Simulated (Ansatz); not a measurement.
Cost and result for the atomization energy of C$_{2}$H$_{10}$BNSi (`CBNC[SiH3]`) (15 atoms, 14 bonds).

```
atom    x (Å)    y (Å)    z (Å)
  C1  -0.7097  -0.0167  -2.5722
  B2  -0.9464   0.0448  -1.0229
  N3   0.0358   0.5013  -0.1499
  C4  -0.0450   0.5742   1.2966
 Si5   1.1697  -0.6062   2.1348
  H6  -0.8414  -1.0408  -2.9382
  H7   0.2787   0.3282  -2.8898
  H8  -1.4604   0.5821  -3.0991
  H9  -1.9898  -0.3009  -0.5333
 H10   0.9288   0.7876  -0.5246
 H11   0.1255   1.5982   1.6510
 H12  -1.0619   0.3086   1.5965
 H13   0.8228  -2.0124   1.8029
 H14   2.5447  -0.3248   1.6363
 H15   1.1486  -0.4231   3.6119
```

Total charge 0; spin multiplicity 1. The structure was optimised at the PBE0-D4/def2-TZVP level. It is one conformer, not always the lowest. Program: Ansatz. All runs use 4 threads of an Intel Xeon 6975P-C on a shared host. Times are those of one run each, without the atoms' runs, and a repeat can differ threefold. Electronic energies, without spin–orbit coupling; frozen cores. CCSD(T)/CBS adds CCSD(T) − MP2 in def2-TZVPP to the MP2 limit, and its time is that of the two runs behind it. T1 = 0.012. B3LYP takes the VWN-RPA correlation (the form of Gaussian; ORCA's B3LYP/G).

CCSD(T)/CBS is a level of theory with its own doubt, some kJ/mol a heavy atom from the limit and from the frozen cores, so smaller differences don't rank the functionals.

```
                             level  functions  wall time
   PBE-D4/def2-TZVPP (with forces)        306      2.1 s
                PBE0-D4/def2-TZVPP        306      2.3 s
r2SCAN-D4/def2-TZVPP (with forces)        306      3.2 s
 B3LYP-D4/def2-TZVPP (with forces)        306      4.2 s
                 B2PLYP/def2-TZVPP        306      4.4 s
                ωB97X-V/def2-TZVPP        306        6 s
  ωB97M-V/def2-TZVPP (with forces)        306        9 s
                    MP2/def2-QZVPP        598       23 s
                CCSD(T)/def2-TZVPP        306    3.5 min
                 CCSD(T)/CBS(def2)          –    3.8 min
```

What atomization energy does each give, and how far from CCSD(T)/CBS? (Best estimate.)

The calculation gave: 
| level | atomization (kcal/mol) | difference from CCSD(T)/CBS | per bond |
| --- | --- | --- | --- |
| PBE-D4/def2-TZVPP (with forces) | 1317.1 | 17.7 | 1.3 |
| PBE0-D4/def2-TZVPP | 1303.9 | 4.5 | 0.3 |
| r2SCAN-D4/def2-TZVPP (with forces) | 1303.3 | 3.9 | 0.3 |
| B3LYP-D4/def2-TZVPP (with forces) | 1307.9 | 8.5 | 0.6 |
| B2PLYP/def2-TZVPP | 1291.0 | -8.4 | -0.6 |
| ωB97X-V/def2-TZVPP | 1307.2 | 7.8 | 0.6 |
| ωB97M-V/def2-TZVPP (with forces) | 1307.4 | 8.0 | 0.6 |
| MP2/def2-QZVPP | 1294.1 | -5.3 | -0.4 |
| CCSD(T)/def2-TZVPP | 1269.7 | -29.7 | -2.1 |
| CCSD(T)/CBS(def2) | 1299.4 | 0.0 | 0.0 |

The D4 term adds +10.4 kcal/mol with B3LYP and +5.5 kcal/mol with PBE0; it sums over pairs of atoms, weighted by their polarisabilities, and B3LYP, whose exchange is more repulsive, gets the larger term. From PBE to PBE0 (25 % exact exchange), in def2-TZVPP and without D4, the atomization energy moves by −12.2 kcal/mol: exact exchange takes away binding that semilocal exchange gives to molecules. In def2-TZVPP, CCSD(T) changes the Hartree–Fock value by +288.0 kcal/mol (the triples alone add +14.2 kcal/mol) and MP2 by +294.8 kcal/mol; breaking electron pairs costs correlation energy, which Hartree–Fock lacks.
